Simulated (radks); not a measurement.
Species: Kr2+. Configuration: [Ar] 3d10 4s2 4p4 (the NIST ground configuration). All-electron calculation, Dirac Kohn-Sham, PBE, spin-unpolarised, spherical densities, finite nucleus; open shells are shared between the two j in proportion to 2j + 1; Fermi nuclear charge, rms radius 4.1884 fm. Program: a radial shooting solver on a logarithmic mesh with Libxc functionals.

Normalised radial functions P(r) = r R(r) (large component), r in bohr:

```
   r/bohr * 3d5/2, o 4s1/2, + 4p3/2 (the largest magnitude, 1.34, reaches the edge; | marks zero, & curves that meet)
 0.003535                             &o
 0.004603                             & o
 0.005994                             & o
 0.007805                             & o
  0.01016                             &  o
  0.01323                             &  o
  0.01723                             *+ o
  0.02244                             *+  o
  0.02922                             * +o
  0.03804                             |*&
  0.04954                             |& +
  0.06451                           o | * +
  0.08399                         o   |   *+
   0.1094                       o     |    +*
   0.1424                       o     |   +     *
   0.1854                          o  |+             *
   0.2415                          +  | o                  *
   0.3144                      +      |       o                *
   0.4127                     +       |        o                 *
   0.5374                        +    |     o                  *
   0.6998                          o  |+                  *
   0.9112                o            |        +   *
    1.186           o                 |      *       +
    1.545           o                 |  *             +
    2.012                 o           |*            +
     2.62                       o     *        +
    3.411                           o *   +
    4.441                             &+
    5.783                             &
```

3d5/2: eigenvalue -106.26 eV, 0 radial nodes, <r> = 0.556 bohr, 90 % of the charge inside 0.910 bohr. 4s1/2: eigenvalue -46.066 eV, 3 radial nodes at r = 0.0531, 0.216, 0.642 bohr, <r> = 1.50 bohr, 90 % of the charge inside 2.20 bohr. 4p3/2: eigenvalue -30.714 eV, 2 radial nodes at r = 0.195, 0.672 bohr, <r> = 1.75 bohr, 90 % of the charge inside 2.61 bohr.
